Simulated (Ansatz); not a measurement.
C$_{2}$H$_{3}$BF$_{2}$ (`F[C@H]1B[C@@H]1F`), relaxed with RKS PBE-D4/def2-SVP in Ansatz 0.2.0 from a rough embedded geometry. The force threshold is 0.03 eV/Å; the program also tests the step.

Total charge 0; spin multiplicity 1.

Start:

```xyz
8

F    -1.856   -0.039   -0.481
C    -0.738    0.206    0.310
B     0.333   -0.964    0.132
C     0.519    0.450   -0.393
F     1.428    1.251    0.249
H    -0.839    0.638    1.348
H     0.713   -2.119    0.347
H     0.441    0.577   -1.512
```

```json
{"step": "1", "energy (eV)": "-8214.4927", "largest force (eV/Å)": "1.839", "largest move (Å)": "0.000"}
{"step": "2", "energy (eV)": "-8214.7199", "largest force (eV/Å)": "0.827", "largest move (Å)": "0.121"}
{"step": "3", "energy (eV)": "-8214.7795", "largest force (eV/Å)": "0.840", "largest move (Å)": "0.143"}
{"step": "4", "energy (eV)": "-8214.8444", "largest force (eV/Å)": "0.691", "largest move (Å)": "0.063"}
{"step": "5", "energy (eV)": "-8214.8889", "largest force (eV/Å)": "0.917", "largest move (Å)": "0.096"}
{"step": "6", "energy (eV)": "-8214.9258", "largest force (eV/Å)": "0.739", "largest move (Å)": "0.088"}
{"step": "7", "energy (eV)": "-8214.9420", "largest force (eV/Å)": "0.171", "largest move (Å)": "0.036"}
{"step": "8", "energy (eV)": "-8214.9432", "largest force (eV/Å)": "0.038", "largest move (Å)": "0.008"}
{"step": "9", "energy (eV)": "-8214.9438", "largest force (eV/Å)": "0.007", "largest move (Å)": "0.022"}
```

End:

```xyz
8

F    -1.968    0.312   -0.398
C    -0.763    0.109    0.226
B     0.337   -0.989    0.167
C     0.565    0.471   -0.321
F     1.336    1.529    0.090
H    -0.822    0.335    1.323
H     0.721   -2.116    0.350
H     0.592    0.349   -1.436
```

It took 9.5 s on 2 threads of an Intel Xeon Platinum 8375C on a shared host, with 0.14 GiB of host memory at the peak.
